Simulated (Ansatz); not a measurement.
All numbers were calculated with Ansatz.

Basis-set series for CH5B2FO (`BCB(O)F`). Total charge 0; spin multiplicity 1. The structure was optimised at the PBE0-D4/def2-TZVP level. It is one conformer, not always the lowest.

Z-matrix (Å, degrees):
```
C
B 1 1.583
B 1 1.544 2 106.5
H 1 1.090 2 108.6 3 123.5
H 1 1.097 2 105.6 3 -117.8
F 2 1.328 1 119.7 3 -109.3
O 2 1.352 1 124.5 3 70.0
H 3 1.200 1 119.9 2 -78.0
H 3 1.196 1 121.7 2 98.6
H 7 0.959 2 113.7 1 -1.4
```

| functional | basis | functions | energy (Eh) | HOMO (eV) | LUMO (eV) |
| --- | --- | --- | --- | --- | --- |
| PBE0-D4 | def2-TZVPP | 225 | -265.80516 | -9.26 | -1.64 |
| PBE0-D4 | def2-QZVPP | 435 | -265.82021 | -9.27 | -1.66 |
| ωB97M-V | def2-TZVPP | 225 | -266.00511 | -11.59 | 0.30 |
| ωB97M-V | def2-QZVPP | 435 | -266.01922 | -11.60 | 0.22 |

(1) Give the rows for def2-SVP. (An estimate is asked.)

## Answers

(1) The calculation gave: 
```csv
functional,basis,functions,energy (Eh),HOMO (eV),LUMO (eV)
PBE0-D4,def2-SVP,95,-265.49452,-9.18,-1.54
ωB97M-V,def2-SVP,95,-265.68440,-11.48,0.53
```

Positive LUMOs are unbound and depend on the basis.
